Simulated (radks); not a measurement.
The numbers below are computed, except where a source is named.
Valence configurations of the niobium ion Nb3+ (all share [Kr]). Level of theory: scalar-relativistic Kohn-Sham, PBE, spin-unpolarised, spherical densities, point nucleus (a radial shooting solver on a logarithmic mesh with Libxc functionals). Energies are relative to 4d2; eigenvalues in eV.

valence      E (eV)    e(4d)    e(5p)    e(5s)
4d2           0.000  -30.596        -        -
4d1.5 5s0.5   2.691  -32.149        -  -26.412
4d1.5 5p0.5   5.586  -32.604  -20.917        -
4d1 5s1       5.740  -33.735        -  -27.279
4d1 5p1      11.689  -34.626  -21.911        -
5s2          12.925        -        -  -29.042
5p2          25.458        -  -23.820        -

NIST lists [Kr] 4d2 as the ground configuration; this level of theory agrees among the configurations tried. The energies are those of spherical spin-averaged densities, not of single terms.
